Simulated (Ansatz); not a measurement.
Consider the silylene formation by 1,1-elimination: `C[Si](N)(O)S` → CH₃OH + `N[Si]S`.

Isolated molecules relaxed with PBE0-D4/def2-TZVP in Ansatz; ΔE leaves out vibrations. CCSD(T)/CBS is the MP2 limit (def2-TZVPP, def2-QZVPP) plus CCSD(T) − MP2 in def2-TZVPP, frozen cores. This one scheme is used for every species. Functionals use def2-TZVPP. B3LYP here is the variant with VWN-RPA as its local correlation; programs differ in this. HSE06 is defined as in plane-wave codes. One conformer a species, not always the lowest.

`C[Si](N)(O)S`:

```xyz
12

C     0.102   -1.369   -0.659
Si   -0.185    0.128    0.402
N     0.956    1.313   -0.068
O    -0.052   -0.197    2.009
S    -2.223    0.788    0.321
H    -0.136   -1.171   -1.707
H    -0.532   -2.189   -0.319
H     1.144   -1.696   -0.599
H     1.471    1.211   -0.927
H     0.836    2.282    0.180
H     0.822   -0.061    2.379
H    -2.203    0.961   -1.011
```

CH₃OH:

```xyz
6

C     0.237    0.248    0.096
O    -0.571   -0.898    0.238
H     0.787    0.369    1.030
H    -0.353    1.157   -0.072
H     0.966    0.147   -0.718
H    -1.067   -1.023   -0.573
```

`N[Si]S`:

Cartesian coordinates in Å:
```
N 0.378 0.875 -0.724
Si -0.917 -0.178 -0.362
S 0.015 -1.189 1.304
H 1.270 0.944 -0.257
H 0.298 1.530 -1.487
H -1.044 -1.982 1.526
```

```
             level  ΔE (kcal/mol)  difference from CCSD(T)/CBS
       LDA (SPW92)           80.4                          0.9
         revPBE-D4           73.2                         -6.3
           BLYP-D4           71.0                         -8.5
         r2SCAN-D4           81.3                          1.8
            B97M-V           79.1                         -0.4
           PBE0-D4           78.6                         -0.9
          B3LYP-D4           75.5                         -4.0
        r2SCAN0-D4           83.4                          3.9
          HSE06-D4           78.3                         -1.2
          BHLYP-D4           80.6                          1.1
      CAM-B3LYP-D4           78.9                         -0.6
           ωB97X-V           80.1                          0.6
           ωB97M-V           77.8                         -1.7
            B2PLYP           75.9                         -3.6
          PBE-QIDH           82.2                          2.7
               PBE           70.9                         -8.6
            revPBE           66.5                        -13.0
            r2SCAN           80.5                          1.0
              PBE0           76.1                         -3.4
             B3LYP           71.1                         -8.4
           r2SCANh           81.3                          1.8
           r2SCAN0           82.5                          3.0
             HSE06           76.0                         -3.5
             BHLYP           77.1                         -2.4
         CAM-B3LYP           76.3                         -3.2
           LC-ωPBE           81.8                          2.3
RPA@PBE/def2-TZVPP           72.0                         -7.5
       HF/def2-SVP           69.9                         -9.6
      MP2/def2-SVP           74.7                         -4.8
     CCSD/def2-SVP           68.6                        -10.9
  CCSD(T)/def2-SVP           68.3                        -11.2
    MP2/def2-TZVPP           82.9                          3.4
   CCSD/def2-TZVPP           77.8                         -1.7
CCSD(T)/def2-TZVPP           77.8                         -1.7
     HF/def2-QZVPP           76.3                         -3.2
    MP2/def2-QZVPP           83.9                          4.4
SCS-MP2/def2-QZVPP           80.4                          0.9
      HF/CBS(def2)           76.3                         -3.2
     MP2/CBS(def2)           84.6                          5.1
    CCSD/CBS(def2)           79.5                          0.0
       CCSD(T)/CBS           79.5                            0
```

Question: What do rigid-rotor, harmonic-oscillator terms from PBE0-D4/def2-TZVP frequencies (298.15 K, 1 bar) make of the CCSD(T)/CBS value? (Estimate.)

Answer: Ansatz gave: ΔZPE = +0.3 kcal/mol, ΔH = +79.9 kcal/mol, ΔS = 154 J/(mol·K), ΔG = +68.9 kcal/mol.

Largest T1 diagnostic among the species: 0.014.

Leaving LDA and LC-ωPBE aside and taking each functional with its dispersion term where it has one, the values spread over 12.4 kcal/mol, from BLYP-D4 to r2SCAN0-D4. LDA lies +9.5 kcal/mol from PBE without D4. From r2SCAN to r2SCAN0 (25 % exact exchange), in def2-TZVPP and without D4, ΔE moves by +2.0 kcal/mol. In def2-TZVPP, CCSD(T) changes the Hartree–Fock value by +1.7 kcal/mol (the triples alone add −0.0 kcal/mol) and MP2 by +6.8 kcal/mol.

CCSD(T)/CBS has its own doubt, a few kJ/mol and more with outer-core shells, so smaller differences from it don't rank the levels.
